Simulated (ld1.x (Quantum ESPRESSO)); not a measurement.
# cobalt (Co), TM semilocal: configuration errors across variants

Co, norm-conserving Troullier–Martins (semilocal form), made with ld1.x (Quantum ESPRESSO) 7.5 (LDA (PZ), scalar-relativistic). Core [Ne] 3s2, reference 3p6 3d7 4s0 4p0 (charge +2). Waves: 3p (bound): rc 1.00 bohr; 3d (bound): rc 1.60 bohr; 4s (bound, empty): rc 2.20 bohr. Local part: the s channel. Core correction: Bessel-smoothed model core inside 1.00 bohr.

All-electron excitation energies from the reference (eV): (1) 3p6 3d7 4s2 4p0 -26.380; (2) 3p6 3d7 4s1 4p0 -17.085; (3) 3p6 3d6 4s0 4p0 36.188; (4) 3p5 3d7 4s2 4p0 47.041; (5) 3p6 3d7.5 4s1.5 4p0 -27.361; (6) 3p6 3d7 4s0 4p1 -11.632; (7) 3p6 3d6 4s2 4p0 -10.921; (8) 3p6 3d7 4s0 4p0 spin -2.073; (9) 3p6 3d7 4s2 4p0 spin -28.364.

Spin tests fill each open shell by Hund’s rule, majority spin first.

In the semilocal form every listed channel keeps its own potential, so the choice of the local channel does not act on these tests. It acts once the file is put into the separable form.

A semilocal file is local in each channel, so a ghost entry of none says nothing of the separable form that plane-wave codes build from it.

4 further variants failed, have other tests or another functional or relativity, and are left out.

Errors AE − PS in meV (a dash: test not solved or not reliable):

```tsv
change	(1)	(2)	(3)	(4)	(5)	(6)	(7)	(8)	(9)	bound ghosts
base	-14	-5.5	-55	-607	+0.4	+28	-154	+106	+95	none
all radii but the core radius scaled by about 0.96 (s 2.12, p 0.96, d 1.54 bohr)	-17	-6.5	-56	-557	+4.4	+23	-180	+113	+99	none
wave 3d (bound): rc 1.60 bohr becomes 3d (bound): rc 1.20 bohr	-25	-9.4	-45	-366	+13	+28	-222	+146	+127	none
core correction Bessel-smoothed model core inside 0.74 bohr	-14	-5.5	-55	-607	+0.4	+28	-154	+112	+100	none
local potential the d channel	-14	-5.5	-55	-607	+0.4	+28	-154	+106	+95	none
```

**Question.** Give the same row for: wave 3p (bound): rc 1.00 bohr becomes 3p (bound): rc 0.72 bohr.

**Answer.** -14, -5.5, -56, -601, +0.5, +13, -155, +103, +92; bound ghosts: none.
